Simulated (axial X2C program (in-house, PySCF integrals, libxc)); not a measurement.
# Potential curves of WH⁺, two-component

All values were computed with an axial X2C code built on PySCF integrals. Two-component (2c) means X2C with spin–orbit coupling and atomic mean-field two-electron Coulomb and Gaunt terms. Basis: W dyall-cv3z [13s14p9d7f4g], H dyall-v3z [6s2p1d] (cores contracted in-house); Gaussian nuclei, density fitting, unrestricted open shells. Masses: W 183.951 u, H 1.008 u.

State: Ω = 1 (⟨Sz⟩ = 1.98, ⟨Lz⟩ = -0.98 at HF). Energies in kJ/mol from the lowest point of each curve. Fits are polynomials in 1 − R0/R over 0.85 to 1.23 times the lowest point R0.

```tsv
R (Å)	MP2	HF	PBE0
1.4686	49.02	57.86	47.61
1.5361	21.07	27.34	20.53
1.5867	8.53	12.81	8.40
1.6374	1.84	4.04	1.89
1.6880	0.00	0.00	0.00
1.7471	2.89	0.05	2.47
1.8062	10.19	4.05	8.90
1.8821	24.67	13.26	21.49
1.9750	48.02	28.02	41.39
2.1100	86.22	50.50	74.81
```

Correlated methods: 6 electrons correlated (number of frozen shells: W 5 s, 4 p, 2 d, 1 f; H none), 248 virtual spin orbitals or spinors in MP2.

One determinant describes the state; a PBE0 search over occupations chose it and may have missed a lower one. Density functionals use the spin component along the axis (collinear). Other states lie close and PBE0, whose exact exchange favours high spin, may order them wrongly; the determinant shown need not be the ground state. The nearest other 2c determinant of the search, Ω = 2, lies 0.27 eV up at the distance of the search. Without a current term, density functionals place determinants with orbital angular momentum somewhat too high. With several unpaired electrons one determinant need not be a pure state. Open-shell Ω = 0 determinants with evenly filled partner blocks cannot be reached by this program, so the Ω shown need not be the lowest component. The determinant is spin-polarised beyond a pure state at some levels (its spin-free form has ⟨S²⟩ too high), which makes Re and μ there less reliable. With the outer-core shells frozen, correlated bond lengths of heavy atoms tend to come out a few hundredths of an ångström too long. MP2 and coupled cluster on one determinant become unreliable at the stretched end.

(1) What are Re and ωe at the MP2 level?

(2) Fit the HF curve near its minimum: give the equilibrium distance and the harmonic wavenumber.

(3) What are Re and ωe at the PBE0 level?

## Answers

(1) At MP2, 2c: Re = 1.684 Å, ωe ≈ 2110 cm⁻¹; Be follows as 5.93 cm⁻¹.

(2) At HF, 2c: Re = 1.716 Å, ωe ≈ 1920 cm⁻¹; Be follows as 5.71 cm⁻¹.

(3) At PBE0, 2c: Re = 1.687 Å, ωe ≈ 2030 cm⁻¹; Be follows as 5.91 cm⁻¹.
